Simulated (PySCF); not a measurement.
# Bond length, frequency and bond energy of KZn⁺ by level of theory

State: ¹Σ⁺ (singlet), closed shell. Set-up: basis K x2c-SVPall, Zn x2c-SVPall; spin-free X2C with a Gaussian nucleus; PySCF 2.14. De refers to K⁺ + Zn in their ground configurations, without counterpoise correction. A positive dipole points towards Zn; it is taken about the centre of mass and depends on that origin.

| Level | Re (Å) | ωe (cm⁻¹) | De (eV) | μ (D) |
| --- | --- | --- | --- | --- |
| RHF-MP2 | 3.515 | 87.6 | 0.277 | n/a |
| RHF-SCS-MP2 | 3.546 | 84.7 | 0.259 | n/a |
| RHF-CCSD | 3.552 | 84.4 | 0.258 | n/a |
| RHF-CCSD(T) | 3.541 | 85.4 | 0.262 | n/a |
| PBE | 3.530 | 74.4 | 0.233 | -8.37 |
| BLYP | 3.594 | 67.9 | 0.196 | -8.67 |
| r²SCAN | 3.567 | 72.1 | 0.203 | -8.58 |
| PBE0 | 3.546 | 75.1 | 0.229 | -8.34 |
| r²SCAN0 | 3.564 | 73.9 | 0.210 | -8.48 |
| BHandHLYP | 3.585 | 73.3 | 0.213 | -8.47 |
| ωB97X | 3.548 | 74.5 | 0.212 | -8.54 |

(1) Which functional lies closest to RHF-CCSD(T) in De, which farthest, and by how much do they differ from it?

(2) What does a quarter of exact exchange do here, going from PBE to PBE0?

(3) What does the step from GGA to meta-GGA do here, going from PBE to r²SCAN?

Correlated steps freeze 10 core orbitals. Closed-shell solutions of metal pairs were not tested for spin polarisation, which can lower them a little. The bond is weak. Basis-set superposition, not corrected here, can be much of De in a small basis, most of all at correlated wavefunction levels. For an ion De counts to the pair picked by the measured ionisation energies or electron affinities, which need not be the lowest pair at this level.

Results:

(1) Closest is PBE (-1.1 pm in Re, -12.9 % in ωe, -0.03 eV in De against RHF-CCSD(T) in the same basis), farthest BLYP (+5.3 pm in Re, -20.5 % in ωe, -0.07 eV in De). CCSD(T) converges more slowly with the basis than the functionals do and binds too weakly in this one, so the order can change at the basis-set limit.

(2) PBE0 less PBE: +1.6 pm in Re, +0.9 % in ωe, -0.00 eV in De. Exact exchange removes part of the self-interaction that spreads semilocal densities, and in most molecules shortens and stiffens the bond and lowers De; here Re goes the other way.

(3) r²SCAN less PBE: +3.7 pm in Re, -3.1 % in ωe, -0.03 eV in De.
